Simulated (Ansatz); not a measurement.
Job for Ansatz (a first-principles code): R-RI-MP2/cc-pV(Q+d)Z on CH5BOS (SMILES CB(O)S), a point of a torsion scan. Files ending in .json are basis or fitting sets from the Basis Set Exchange.

Ansatz 0.2 input:
```yaml
crystal:
  periodic: [false, false, false]
  atoms:
    - {symbol: C, position_ang: [-0.73115377, -0.63240546, -0.04052234]}
    - {symbol: B, position_ang: [0.39317192, 0.49367913, 0.03861795]}
    - {symbol: O, position_ang: [0.23988225, 1.73221637, -0.44719032]}
    - {symbol: S, position_ang: [2.01060616, 0.17172559, 0.78797593]}
    - {symbol: H, position_ang: [-0.58482058, -1.44425805, 0.66725984]}
    - {symbol: H, position_ang: [-1.72456377, -0.21963549, 0.12972921]}
    - {symbol: H, position_ang: [-0.74340975, -1.07829021, -1.03537409]}
    - {symbol: H, position_ang: [-0.59432173, 1.96027667, -0.85594704]}
    - {symbol: H, position_ang: [1.79435995, -1.09521477, 1.12042644]}
basis:
  gaussian:
    orbitals: cc-pV_Q+d_Z.json
    fitting: {mean_field: def2-universal-JKFIT, correlation: cc-pVQZ-RIFIT.json}
magnetization: {spin_polarized: false}
correlation: {method: mp2, electrons: outside_noble_gas}
scf: {lower_state_search: off}
```

The head of its log:

```
WARN ansatz: RAYON_NUM_THREADS=1 ignored (pool sized by the plan → 1); use --threads N
Functional definition: HF
these checks for a lower state are left out or cut short: stability, starts, cluster_reference, orbital_swaps, neighbouring_geometries, increment
integrals: 0.52 GiB planned
445 factors; integrals over basis functions are off by at most 5.3e0 eV
mean field: 0.81 GiB planned
mean field evaluation 1: about -14637.1754 eV, gradient 4.0e1 eV
mean field evaluation 2: about -14639.9889 eV, gradient 2.2e1 eV
mean field evaluation 4: about -14640.8120 eV, gradient 1.2e0 eV
mean field -14640.81833609 eV, -538.0401499481 hartree, gradient 2.5e-6 eV, S^2 0.000000; 0 other end points of the search recorded, 0 dependent functions left out
8 core orbitals not correlated
829 factors; their error is unknown
reference -14640.81833609 eV, -538.0401499481 hartree; 12, 12 occupied and 359, 359 virtual orbitals, 829 factors
```

### Question
Predict the final total energy.

### Answer
-538.7876 hartree.
